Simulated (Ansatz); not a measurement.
`C[Se][SiH](F)Cl` + `BF` → `C[Se]BF` + `F[SiH2]Cl`  (formal exchange of groups at the Se–Si bond)

Computed with Ansatz on PBE0-D4/def2-TZVP structures; ΔE is electronic, products minus reactants. CBS: MP2 limit from def2 TZ/QZ plus the TZ coupled-cluster correction, frozen cores. This one scheme is used for every species. Functionals use def2-TZVPP. For Se outer-core shells are correlated without core-valence functions, which leaves a few kJ/mol of doubt a bond. Scalar relativity is left out up to krypton. One conformer a species, not always the lowest.

```json
{"level": "revPBE-D4", "ΔE (kcal/mol)": "-3.1", "difference from CCSD(T)/CBS": "-0.2"}
{"level": "r2SCAN-D4", "ΔE (kcal/mol)": "-4.2", "difference from CCSD(T)/CBS": "-1.3"}
{"level": "BHLYP-D4", "ΔE (kcal/mol)": "-1.8", "difference from CCSD(T)/CBS": "1.1"}
{"level": "ωB97M-V", "ΔE (kcal/mol)": "-2.8", "difference from CCSD(T)/CBS": "0.1"}
{"level": "B2PLYP", "ΔE (kcal/mol)": "-4.2", "difference from CCSD(T)/CBS": "-1.3"}
{"level": "PBE", "ΔE (kcal/mol)": "-5.3", "difference from CCSD(T)/CBS": "-2.4"}
{"level": "revPBE", "ΔE (kcal/mol)": "-5.2", "difference from CCSD(T)/CBS": "-2.3"}
{"level": "BLYP", "ΔE (kcal/mol)": "-5.5", "difference from CCSD(T)/CBS": "-2.6"}
{"level": "r2SCAN", "ΔE (kcal/mol)": "-4.5", "difference from CCSD(T)/CBS": "-1.6"}
{"level": "PBE0", "ΔE (kcal/mol)": "-4.5", "difference from CCSD(T)/CBS": "-1.6"}
{"level": "BHLYP", "ΔE (kcal/mol)": "-4.0", "difference from CCSD(T)/CBS": "-1.1"}
{"level": "RPA@PBE/def2-TZVPP", "ΔE (kcal/mol)": "-4.6", "difference from CCSD(T)/CBS": "-1.7"}
{"level": "CCSD/def2-SVP", "ΔE (kcal/mol)": "-5.3", "difference from CCSD(T)/CBS": "-2.4"}
{"level": "HF/def2-QZVPP", "ΔE (kcal/mol)": "-3.0", "difference from CCSD(T)/CBS": "-0.1"}
{"level": "HF/CBS(def2)", "ΔE (kcal/mol)": "-2.9", "difference from CCSD(T)/CBS": "0.0"}
{"level": "MP2/CBS(def2)", "ΔE (kcal/mol)": "-2.0", "difference from CCSD(T)/CBS": "0.9"}
{"level": "CCSD(T)/CBS", "ΔE (kcal/mol)": "-2.9", "difference from CCSD(T)/CBS": "0"}
```

Largest T1 diagnostic among the species: 0.013.

At CCSD(T), def2-SVP lies −2.7 kcal/mol from the extrapolated value and def2-TZVPP −1.3 kcal/mol. Leaving LDA and LC-ωPBE aside and taking each functional with its dispersion term where it has one, the values, not all of them listed here, spread over 2.8 kcal/mol, from B97M-V to BHLYP-D4. LDA lies −0.9 kcal/mol from PBE without D4.
